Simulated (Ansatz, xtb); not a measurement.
Relative energy of two structures of BGaH6InN

Structure I is a singlet given by its coordinates and structure II is a singlet given by its coordinates. Both are isolated molecules in the gas phase, relaxed with PBE0-D3(BJ)/def2-SVP.

I (Å):

```yaml
atoms:
  - { symbol: B, position_ang: [0.6090, 1.5434, 1.2804] }
  - { symbol: Ga, position_ang: [-0.6598, -1.0395, 0.2839] }
  - { symbol: In, position_ang: [2.0656, -0.8703, -0.3338] }
  - { symbol: N, position_ang: [0.0384, 0.8027, 0.2353] }
  - { symbol: H, position_ang: [0.7599, 2.7441, 1.1826] }
  - { symbol: H, position_ang: [0.9907, 0.9582, 2.2759] }
  - { symbol: H, position_ang: [-0.0236, -1.5353, -1.1703] }
  - { symbol: H, position_ang: [-0.2586, 1.3574, -0.5662] }
  - { symbol: H, position_ang: [0.5333, -1.6722, 1.2314] }
  - { symbol: H, position_ang: [-2.1718, -1.2487, 0.5853] }
```

Close contacts (Å): B1–N4 1.40, Ga2–In3 2.80, Ga2–N4 1.97, In3–N4 2.69, B1–H5 1.21, B1–H6 1.22, Ga2–H7 1.66, Ga2–H9 1.65, Ga2–H10 1.56, In3–H7 2.35, In3–H9 2.33, N4–H8 1.02.

II (Å):

```tsv
atom	x (Å)	y (Å)	z (Å)
B	1.2687	-0.7433	1.2312
Ga	-0.6314	-0.7194	0.1159
In	2.1108	-0.2705	-1.0410
N	0.0499	-1.0031	2.0901
H	1.8366	0.3361	1.3869
H	2.0195	-1.6963	1.0318
H	-1.2236	-2.1057	-0.3326
H	-1.4681	0.6121	0.1423
H	-0.2091	-0.2931	2.7683
H	-0.0615	-1.9334	2.4816
```

Close contacts (Å): B1–Ga2 2.20, B1–In3 2.47, B1–N4 1.51, Ga2–In3 3.01, Ga2–N4 2.11, B1–H5 1.23, B1–H6 1.23, Ga2–H7 1.57, Ga2–H8 1.57, N4–H9 1.02, N4–H10 1.02.

**Question.** Estimate E(II) − E(I) at the level CCSD(T)/def2-SVP + ΔMP2/def2-TZVPP.

**Answer.** Calculated at CCSD(T)/def2-SVP + ΔMP2/def2-TZVPP: E(II) − E(I) = +37.2 kJ/mol, so structure I lies lower.

Level by level:

```csv
level,geometry,E(II) − E(I) (kJ/mol),departure from the last row (kJ/mol),"job, with rough time for the two"
PBE0-D3(BJ)/def2-SVP,PBE0-D3(BJ)/def2-SVP,+22.5,−14.7,"optimisation, 98 s"
HF/def2-SVP,PBE0-D3(BJ)/def2-SVP,+73.1,+35.9,part of the CCSD(T) run
MP2/def2-SVP,PBE0-D3(BJ)/def2-SVP,+38.2,+1.0,part of the CCSD(T) run
CCSD(T)/def2-SVP,PBE0-D3(BJ)/def2-SVP,+39.9,+2.6,single point
CCSD(T)/def2-SVP + ΔMP2/def2-TZVPP,PBE0-D3(BJ)/def2-SVP,+37.2,,"single point, 60 s"
```

None of the levels shown reverses the order. The largest departure from CCSD(T)/def2-SVP + ΔMP2/def2-TZVPP is that of HF/def2-SVP, 35.9 kJ/mol. Levels run at GFN2-xTB geometries aren't shown. The last row adds to CCSD(T) the change of the MP2 difference between the two basis sets, here −2.6 kJ/mol.

With harmonic frequencies from PBE0-D3(BJ)/def2-SVP (ideal gas, rigid rotor, one conformer each, 400 K, 1 atm): on the last row, ΔE + ΔZPE = +49.3, ΔH = +48.5, ΔG = +52.2 kJ/mol.

The correlated steps freeze 15 core orbitals; the filled d shell of Ga and In is correlated, in a basis made for valence electrons. Atoms past krypton carry core potentials in the def2 sets and no spin–orbit term is included. Mirror images aren't counted in ΔG. Codes used: Ansatz 0.2.0; the last row on 2 threads of Arm Neoverse V1 on a shared host.
